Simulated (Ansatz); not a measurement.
Reaction: HgCl2 (SMILES [Cl][Hg][Cl]) → HgCl2 (parent SMILES [Cl][Hg][Cl], triplet)
Each species at its own B3LYP-D3(BJ)/def2-TZVP minimum (Ansatz, a program for electronic structure).

Quantity: adiabatic triplet-singlet gap (electronic), in kcal/mol. Radicals and triplets start from unrestricted determinants; spin-orbit coupling is neglected. Cores are frozen in correlated methods (noble-gas shells, and filled d and f shells in the p block). Past Kr the def2 sets carry scalar-relativistic core potentials. CBS(X,Y): correlation extrapolated as X^-3, Hartree-Fock from the larger set. A bracket is a step between two methods taken in the basis named. The UHF reference of Cl2Hg (parent SMILES [Cl][Hg][Cl], triplet) is spin-contaminated (<S^2> up to 0.04 over the pure value in the sets run). The spin of Cl2Hg (parent SMILES [Cl][Hg][Cl], triplet) was assumed, and the state is the lowest solution found for it.

CCSD(T)/CBS(def2-TZVPP,def2-QZVPP) + [CCSDT(Q) - CCSD(T)]/def2-SVP (Ansatz) gives 74.6 kcal/mol.

Question: What does PBE/def2-TZVPD (Ansatz) give here, and how do the other levels compare?

Answer: PBE gives 64.4 kcal/mol, 10.2 kcal/mol below it. Differences of the others: r2SCAN/def2-TZVPD (Ansatz) -8.5; B3LYP/def2-TZVPD (Ansatz) -9.5; wB97M-V/def2-TZVPD (Ansatz) -0.2; B2PLYP/def2-TZVPD (Ansatz) -4.7; CCSD(T)/CBS(def2-TZVPP,def2-QZVPP) (Ansatz) 0.9 kcal/mol.
